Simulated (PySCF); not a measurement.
C3H5O, SMILES OC(C)=[CH], multiplicity 2. Atoms are numbered in the order given.

```xyz
9

C      1.1879    -0.8745     0.0000
C      0.1137    -0.0985     0.0000
C      0.1526     1.4012     0.0000
O     -1.1817    -0.5582     0.0000
H      1.4611    -1.9272     0.0000
H      1.1857     1.7710     0.0000
H     -0.3727     1.7894    -0.8881
H     -0.3727     1.7894     0.8881
H     -1.1729    -1.5257     0.0000
```
Charge 0, spin multiplicity 2.

The structure is a stationary point at B3LYP-D3(BJ)/def2-SVP. The isomer is the one that the SMILES or the coordinates give; other isomers of the formula were not compared. Other conformers were not sampled.

The numbers are results of PBE/pcH-1 (PySCF), not measurements.

Unrestricted Kohn–Sham, ⟨S²⟩ = 0.758. Hyperfine tensors hold the contact and dipolar terms, without spin-orbit corrections.

Computed hyperfine couplings:
```tsv
nucleus	A(iso) (MHz)	A(iso) (G)	dipolar principal values (MHz)
13C no. 1	327.9	117.0	-78.8, -59.3, 138.1
13C no. 2	22.3	8.0	-16.9, 3.4, 13.5
13C no. 3	25.4	9.1	-3.5, -3.0, 6.5
17O no. 4	-11.4	-4.1	-29.5, 10.9, 18.6
1H no. 5	12.8	4.6	-30.8, -6.0, 36.8
1H no. 6	4.8	1.7	-5.7, -2.6, 8.3
1H no. 7	-1.9	-0.7	-2.5, -1.5, 3.9
1H no. 8	-1.9	-0.7	-2.5, -1.5, 3.9
1H no. 9	-5.0	-1.8	-9.8, -0.2, 10.0
```

Question: And the g tensor (effective nuclear charges for spin-orbit coupling, GIAO)? (Estimate from the structure and the level; the computed values follow.)

Answer: principal values 2.0013, 2.0021, 2.0028; isotropic 2.0021.
